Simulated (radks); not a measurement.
Problem. The caesium ion Cs18+, 37 electrons, occupied as [Kr] 4d1. All-electron calculation, Dirac Kohn-Sham, relativistic LDA (MacDonald-Vosko exchange, VWN5 correlation), spin-unpolarised, spherical densities, finite nucleus; open shells fill j = l - 1/2 first; Fermi nuclear charge, rms radius 4.8041 fm. Program: a radial shooting solver on a logarithmic mesh with Libxc functionals. Some entries of the table are withheld. Estimate them.

orbital,occ.,eigenvalue (Ry),r(max) (bohr),<1/r> (bohr^-1)
1s1/2,2,-2647.287,0.01685,59.16
2s1/2,2,-444.4708,0.09534,13.88
2p1/2,2,-420.7647,0.07285,13.87
2p3/2,4,-395.1118,0.07781,12.71
3s1/2,2,-117.9523,(1),5.009
3p1/2,2,-108.0026,0.2587,4.929
3p3/2,4,-103.0008,0.2695,4.640
3d3/2,4,-85.49984,0.2168,4.511
3d5/2,6,-84.42160,0.2199,4.437
4s1/2,2,-45.38036,0.6205,2.209
4p1/2,2,-41.57412,(2),2.133
4p3/2,4,-40.30451,(3),2.046
4d3/2,1,-33.93168,0.6530,1.904
4d5/2,0,-33.68000,0.6588,1.883
5s1/2,0,-23.52549,1.189,1.199
5p1/2,0,-21.89862,1.226,1.157
5p3/2,0,-21.42061,1.256,1.123

Solution. 
(1) 3s1/2 r(max) (bohr): 0.2726
(2) 4p1/2 r(max) (bohr): 0.6268
(3) 4p3/2 r(max) (bohr): 0.6467
